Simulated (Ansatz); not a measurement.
Nudged elastic band run: BrClGaH$_{3}$

Input:

```yaml
crystal:
  periodic: [false, false, false]
  atoms:
    - { symbol: Ga, position_ang: [0.007434, -0.030865, 0.046499] }
    - { symbol: Cl, position_ang: [0.002192, 0.379693, 2.265663] }
    - { symbol: H, position_ang: [1.438089, 0.094694, -0.580514] }
    - { symbol: H, position_ang: [-1.432462, 0.005781, -0.570806] }
    - { symbol: Br, position_ang: [0.095219, -2.74685, 0.885681] }
    - { symbol: H, position_ang: [0.067728, -1.744153, 1.980278] }
basis:
  gaussian: { orbitals: def2-SVP }
hamiltonian:
  xc: pbe
neb:
  order_check: false
  images: 5
  f_tol: 0.05
  max_iterations: 60
  final_atoms:
    - { symbol: Ga, position_ang: [0.0190248, -0.42263956, -0.17385184] }
    - { symbol: Cl, position_ang: [0.01084933, 0.12551392, 2.46756992] }
    - { symbol: H, position_ang: [1.43583193, 0.12756088, -0.55396946] }
    - { symbol: H, position_ang: [-1.4318819, 0.03831863, -0.54388594] }
    - { symbol: Br, position_ang: [0.09276152, -2.70801378, 0.55839309] }
    - { symbol: H, position_ang: [0.05161431, -1.20244008, 2.27254522] }
  initial_path:
    images:
      - { positions_ang: [[0.007434, -0.030865, 0.046499], [0.002192, 0.379693, 2.265663], [1.438089, 0.094694, -0.580514], [-1.432462, 0.005781, -0.570806], [0.095219, -2.74685, 0.885681], [0.067728, -1.744153, 1.980278]] }
      - { positions_ang: [[0.00405809, -0.02034851, 0.03127021], [0.00081991, 0.25232828, 2.37404556], [1.41094723, 0.06534768, -0.64853757], [-1.40914718, 0.00271545, -0.64180029], [0.10374925, -2.69076558, 0.87558857], [0.0677727, -1.65097731, 2.03623452]] }
      - { positions_ang: [[0.00068219, -0.00983202, 0.01604141], [-0.00055217, 0.12496357, 2.48242811], [1.38380546, 0.03600136, -0.71656114], [-1.38583237, -0.00035011, -0.71279458], [0.1122795, -2.63468117, 0.86549615], [0.06781739, -1.55780162, 2.09219104]] }
      - { positions_ang: [[-0.00269372, 0.00068447, 0.00081262], [-0.00192426, -0.00240115, 2.59081067], [1.35666369, 0.00665503, -0.78458471], [-1.36251755, -0.00341566, -0.78378887], [0.12080975, -2.57859675, 0.85540372], [0.06786209, -1.46462593, 2.14814757]] }
      - { positions_ang: [[0.00454579, -0.14042354, -0.05740887], [0.0023336, 0.0402372, 2.54973042], [1.3830531, 0.04695698, -0.70771296], [-1.385639, 0.01049577, -0.70382122], [0.11146034, -2.62173576, 0.75640018], [0.06244616, -1.37723065, 2.18961345]] }
      - { positions_ang: [[0.0117853, -0.28153155, -0.11563035], [0.00659147, 0.08287556, 2.50865017], [1.40944251, 0.08725893, -0.63084121], [-1.40876045, 0.0244072, -0.62385358], [0.10211093, -2.66487477, 0.65739664], [0.05703024, -1.28983537, 2.23107934]] }
      - { positions_ang: [[0.0190248, -0.42263956, -0.17385184], [0.01084933, 0.12551392, 2.46756992], [1.43583193, 0.12756088, -0.55396946], [-1.4318819, 0.03831863, -0.54388594], [0.09276152, -2.70801378, 0.55839309], [0.05161431, -1.20244008, 2.27254522]] }
```

Command:

```bash
$ ansatz run input.yaml --threads 2 --pin off --max-ram 3072MiB --backend cpu --events-out ev --progress --plain --runs-dir out
```

Output, in part (warnings, iteration lines, the closing report on the highest movable image, with atoms numbered from 0):

```
NEB end point (image 0): max|allowed force component| = 1.362e-2 eV/Å (the criterion of neb.relax_end_points is 1.000e-2)
NEB end point (image 6): max|allowed force component| = 3.747e-3 eV/Å (the criterion of neb.relax_end_points is 1.000e-2)
NEB iter   1: max|band force component| = 1.588e0 eV/Å  barrier→ = 0.5335 eV  barrier← = 0.6238 eV  Δτ_max = 0.1974 Å  (174 SCF iters)
NEB iter   2: max|band force component| = 3.709e-1 eV/Å  barrier→ = 0.0772 eV  barrier← = 0.1675 eV  CI = image 3  Δτ_max = 0.1590 Å  (133 SCF iters)
NEB iter   3: max|band force component| = 2.820e-1 eV/Å  barrier→ = 0.0206 eV  barrier← = 0.1109 eV  CI = image 2  Δτ_max = 0.0524 Å  (122 SCF iters)
NEB iter   4: max|band force component| = 1.606e-1 eV/Å  barrier→ = 0.0156 eV  barrier← = 0.1059 eV  CI = image 2  Δτ_max = 0.0104 Å  (117 SCF iters)
NEB iter   5: max|band force component| = 5.497e-2 eV/Å  barrier→ = 0.0154 eV  barrier← = 0.1058 eV  CI = image 2  Δτ_max = 0.0088 Å  (118 SCF iters)
NEB iter   6: max|band force component| = 1.733e-2 eV/Å  barrier→ = 0.0154 eV  barrier← = 0.1057 eV  CI = image 2  Δτ_max = 0.0000 Å  (228 SCF iters)
Total energy: -134954.22088044 eV, -4959.4761420997 hartree
Atom 0 at     0.012195    -0.177056    -0.003475 Å, force    -0.000097    -0.001749    -0.007234 eV/Å
Atom 1 at     0.009189     0.193977     2.324001 Å, force     0.000076    -0.004279    -0.003288 eV/Å
Atom 2 at     1.448245     0.096442    -0.560310 Å, force    -0.005696     0.000288     0.003860 eV/Å
Atom 3 at    -1.441729     0.008640    -0.550082 Å, force     0.005890     0.000544     0.003943 eV/Å
Atom 4 at     0.091164    -2.672671     0.853775 Å, force    -0.000204     0.004783     0.002115 eV/Å
Atom 5 at     0.059136    -1.491033     1.962891 Å, force     0.000031     0.000413     0.000604 eV/Å
Dipole moment:    -0.000149    -0.014648    -0.165311 e Å
```

The forces met the threshold. A vibrational analysis at the climbing image gives one clearly imaginary mode, 145i cm⁻¹: a first-order saddle point. The orbitals stay closed-shell, which can raise the energy where a bond breaks towards radicals; this wasn't checked here.

Final band (atoms are numbered from 1 in the order of the input):

| image | path coordinate (Å) | energy (kcal/mol) | Br5–H6 (Å) | Cl2–H6 (Å) |
| --- | --- | --- | --- | --- |
| 0 | 0.00 | 0.0 | 1.48 | 2.14 |
| 1 | 0.18 | 0.1 | 1.53 | 1.93 |
| 2 | 0.37 | 0.4 | 1.62 | 1.72 |
| 3 | 0.53 | -0.1 | 1.75 | 1.56 |
| 4 | 0.70 | -1.1 | 1.92 | 1.44 |
| 5 | 0.86 | -1.9 | 2.09 | 1.38 |
| 6 | 1.03 | -2.1 | 2.28 | 1.34 |

Time of the run: 53 s on 2 threads of Intel(R) Xeon(R) Platinum 8488C (Sapphire Rapids) (shared host), peak memory 0.16 GiB.
